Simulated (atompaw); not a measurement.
# Logarithmic derivatives: Fe (Z = 26), PAW (atompaw)

iron (Fe), PAW, made with atompaw 4.2.0.5 (PBEsol, scalar-relativistic). Core [Ne], reference 3s2 3p6 3d6 4s1 4p1. Waves: 3s (bound): rc 1.15 bohr; 4s (bound): rc 1.45 bohr; 3p (bound): rc 1.35 bohr; 4p (bound): rc 1.35 bohr; 3d (bound): rc 1.45 bohr; 3d channel at 0.35 Ry: rc 1.45 bohr. Local part: troulliermartins scheme with l = 3 at 0 Ry, radius 1.30 bohr. Core correction: smooth core density matched at 0.85 bohr. Augmentation charge: besselshape compensation charge, radius 1.15 bohr; PAW radius 1.45 bohr; waves and projectors: custom polynom vanderbiltortho.

The phase is arctan(r·u′/u) with u = r·R(r), unwrapped; energies in Ry, scanned from -9 to 5 Ry. A pole is an energy at which the radial function vanishes at the test radius. The pseudo phase is shifted by a multiple of π to meet the all-electron one at the reference energy, and phase errors are pseudo minus all-electron; the curves can meet again beyond the range given. Levels narrower than the energy grid can be missing from the lists of poles.

```csv
channel,radius (bohr),reference energy (Ry),"poles, all-electron","poles, pseudo",unbroken range about the reference energy with phases within 0.05 rad,phase error 1 Ry above the reference energy (rad)
s,1.46,-0.47,-6.24,-6.24,the whole range,-0.000
p,1.46,-0.16,-3.52,-3.52,the whole range,+0.000
d,1.46,-0.68,0.78,0.78,the whole range,+0.000
```

Phases in the p channel:

| E (Ry) | all-electron | pseudo |
| --- | --- | --- |
| -9.00 | 1.275 | 1.275 |
| -8.52 | 1.256 | 1.256 |
| -8.04 | 1.232 | 1.232 |
| -7.56 | 1.200 | 1.200 |
| -7.08 | 1.155 | 1.155 |
| -6.60 | 1.084 | 1.085 |
| -6.12 | 0.958 | 0.959 |
| -5.64 | 0.671 | 0.671 |
| -5.16 | -0.137 | -0.136 |
| -4.68 | -1.049 | -1.049 |
| -4.20 | -1.389 | -1.389 |
| -3.72 | -1.533 | -1.533 |
| -3.24 | -1.613 | -1.613 |
| -2.76 | -1.667 | -1.667 |
| -2.28 | -1.707 | -1.707 |
| -1.80 | -1.740 | -1.740 |
| -1.32 | -1.770 | -1.770 |
| -0.84 | -1.798 | -1.798 |
| -0.36 | -1.826 | -1.826 |
| 0.12 | -1.856 | -1.856 |
| 0.60 | -1.887 | -1.887 |
| 1.08 | -1.923 | -1.923 |
| 1.56 | -1.964 | -1.964 |
| 2.04 | -2.013 | -2.013 |
| 2.52 | -2.073 | -2.073 |
| 3.00 | -2.150 | -2.149 |
| 3.48 | -2.249 | -2.248 |
| 3.96 | -2.385 | -2.382 |
| 4.44 | -2.571 | -2.567 |
| 4.92 | -2.823 | -2.816 |
